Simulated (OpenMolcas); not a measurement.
3d³ along the 21-electron sequence

```
Program             : OpenMolcas 26.06
Method              : SS-CASPT2, IPEA 0.25 Eh, imaginary shift 0.1 Eh
Basis               : ANO-RCC-VQZP
Scalar Hamiltonian  : DKH2, point nucleus
Spin-orbit coupling : state interaction with AMFI integrals over the reference wave functions, term energies averaged over their components
```

Active space for each ion: 3 electrons in 10 orbitals (3d 4d); closed shells correlated by CASPT2: 3s 3p.

Computed levels in cm-1 above ⁴F_3/2:

```
                               Level    V2+   Cr3+   Mn4+   Fe5+   Co6+   Ni7+
                              ⁴F_5/2    157    250    365    523    731    956
                              ⁴F_7/2    372    592    861   1227   1707   2220
                              ⁴F_9/2    641   1017   1473   2090   2890   3730
                              ²G_7/2  11810  14870  18080  20830  23740  25990
                              ⁴P_1/2  11880  14420  17140  19450  21940  23780
                              ⁴P_3/2  11950  14530  17290  19640  22170  24020
                              ²G_9/2  12050  15250  18610  21560  24710  27220
                              ⁴P_5/2  12140  14830  17740  20300  23130  25310
                              ²P_1/2  15320  19460  23460  26920  30510  33400
weight of ⁴F in the lowest level (%)    100    100    100    100    100    100
```

Measured, with the error of the calculation in %. Measured levels: V2+ from Sugar and Corliss, J. Phys. Chem. Ref. Data 7, 1191 (1978); Cr3+ from Sugar and Corliss, J. Phys. Chem. Ref. Data 6, 317 (1977); Mn4+ from Corliss and Sugar, J. Phys. Chem. Ref. Data 6, 1253 (1977); Fe5+ from Corliss and Sugar, J. Phys. Chem. Ref. Data 11, 135 (1982); Co6+ from Sugar and Corliss, J. Phys. Chem. Ref. Data 10, 1097 (1981); Ni7+ from Corliss and Sugar, J. Phys. Chem. Ref. Data 10, 197 (1981).

```csv
Level,V2+,Cr3+,Mn4+,Fe5+,Co6+,Ni7+
⁴F_5/2,146 (+7.7),236 (+6.2),359 (+1.8),511 (+2.3),698 (+4.8),1012 (-5.6)
⁴F_7/2,342 (+8.9),556 (+6.6),835 (+3.1),1188 (+3.3),1610 (+6.0),2184 (+1.5)
⁴F_9/2,584 (+9.8),946 (+7.5),1412 (+4.3),2001 (+4.4),2723 (+6.0),3721 (+0.1)
²G_7/2,11966 (-1.3),15052 (-1.2),17892 (+1.0),20616 (+1.0),,
⁴P_1/2,11514 (+3.1),14059 (+2.6),16434 (+4.3),18738 (+3.8),21096 (+4.0),23261 (+2.2)
⁴P_3/2,11592 (+3.1),14177 (+2.5),16595 (+4.2),18942 (+3.7),21304 (+4.1),23710 (+1.3)
²G_9/2,12187 (-1.1),15402 (-1.0),18399 (+1.1),21315 (+1.1),,
⁴P_5/2,11770 (+3.1),14471 (+2.5),17049 (+4.0),19611 (+3.5),22187 (+4.3),24669 (+2.6)
²P_1/2,15580 (-1.7),19519 (-0.3),23082 (+1.6),26496 (+1.6),,
```

The fine-structure level ⁴F_9/2 changes by a factor of 5.82 from V2+ to Ni7+. Its fourth root runs 5.03, 5.65, 6.20, 6.76, 7.33, 7.81, with steps per unit of Z of 0.62, 0.55, 0.57, 0.57, 0.48; equal steps would mean a (Z - σ)^4 law with constant σ.

²G_7/2 changes by a factor of 2.2 over the same range, with steps per unit of Z of +3060, +3210, +2750, +2910, +2250 cm-1.

Term energies are means over components that CASPT2 splits; among the terms shown or strongly mixed into the levels shown the widest spread is 710 cm-1 (3d³ ⁴F, Mn4+). Active for correlation alone: 4d; no level in the range computed is led by a configuration that fills it, so any true level of that kind is missing. Measured partners are found by configuration, term and J. A level has none where our copy of the source lacks it or the pairing is in doubt (some pairs that miss far off the trend of their configuration count as doubtful), and it then counts in no deviation. Only configurations of the active space appear.
